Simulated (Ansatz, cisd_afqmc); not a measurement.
System: BeH₂, charge 0, singlet. BeH2 (SMILES [BeH2]).
B3LYP-D3(BJ)/def2-TZVP minimum from Ansatz (a first-principles code):
```
Be
H 1 1.3301
H 1 1.3301 2 180.00
```
Charge 0, spin multiplicity 1.

Total energies in def2-TZVPP, 4 correlated electrons, 1 frozen orbitals. UHF or UKS for unpaired electrons; spin-orbit terms are left out. Cores are frozen in correlated methods. No relativity. The Monte Carlo rows (phaseless AFQMC, CISD trial, step 0.005/hartree) carry one-sigma bars that omit the constraint's bias. Outlying blocks are dropped, and bars are widened where a walk drifts. Over all cases where full CI ran beside it in this data, AFQMC minus full CI had a median of +0.1 mEh and passed +0.4 mEh in a tenth of the cases.

```tsv
method	program	energy (Eh)	error against FCI (mEh)
HF	Ansatz	-15.77007	74.39
MP2	Ansatz	-15.82774	16.72
CCSD	Ansatz	-15.84381	0.64
CCSD(T)	Ansatz	-15.84428	0.18
CCSDT(Q)	Ansatz	-15.84445	0.00
CCSDTQ	Ansatz	-15.84446	0.00
AFQMC/CISD	cisd_afqmc	-15.8444 ± 0.0001	0.1 ± 0.1
FCI	Ansatz	-15.84446	0.00
```

Rough core times of Ansatz's runs on a shared machine: CCSD(T) under 20 s, CCSDT(Q) under 20 s, CCSDTQ 20 s, FCI under 20 s.
